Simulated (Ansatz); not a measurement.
C2H6BBrO2 (`COB(Br)OC`), 12 atoms. The species carries charge 0 and has multiplicity 1. Correlated methods include outer-core shells of Br, which these sets cover unevenly. Scalar relativity is left out up to krypton. All runs use 2 threads of an AMD EPYC 7R13 on a shared host and a share of an NVIDIA H100 80 GB. Correlated methods freeze the cores. Open-shell runs search over several starts.

Task: Give the basis size and wall time and peak host memory of each of these runs in Ansatz. RKS CAM-B3LYP-D4/def2-TZVPP energy; UKS r2SCAN-D4/def2-TZVPP energy of the cation; RKS PBE0-D4/def2-SVP energy; RKS ωB97M-V/def2-QZVPP energy; RKS ωB97M-V/def2-SVP energy; RKS B2PLYP (frozen core)/def2-TZVPP energy; UKS PBE-D4/def2-TZVPP energy of the cation; RHF-CCSD(T)/def2-TZVPP energy; UKS ωB97X-V/def2-TZVPP energy of the cation; UHF-MP2/def2-QZVPP energy of the cation; RKS PBE0-D4/def2-QZVPP energy; RHF-CCSD(T)/def2-SVP energy. (An estimate is asked.)

Result: Ansatz gave: Other jobs shared the machine, so times are rough.

```tsv
level	job	functions	wall time	peak host memory (GiB)
RKS CAM-B3LYP-D4/def2-TZVPP	energy	287	3.1 s	0.85
RKS B2PLYP (frozen core)/def2-TZVPP	energy	287	4.1 s	1.3
RKS ωB97M-V/def2-SVP	energy	132	4.6 s	0.83
RHF-CCSD(T)/def2-SVP	energy	132	4.9 s	0.78
RKS PBE0-D4/def2-QZVPP	energy	554	7.5 s	1.1
RKS PBE0-D4/def2-SVP	energy	132	8.5 s	0.78
RHF-CCSD(T)/def2-TZVPP	energy	287	11 s	0.86
RKS ωB97M-V/def2-QZVPP	energy	554	13 s	1.2
UKS PBE-D4/def2-TZVPP	energy of the cation	287	17 s	0.95
UKS ωB97X-V/def2-TZVPP	energy of the cation	287	17 s	1.1
UKS r2SCAN-D4/def2-TZVPP	energy of the cation	287	21 s	0.98
UHF-MP2/def2-QZVPP	energy of the cation	554	27 s	1.2
```
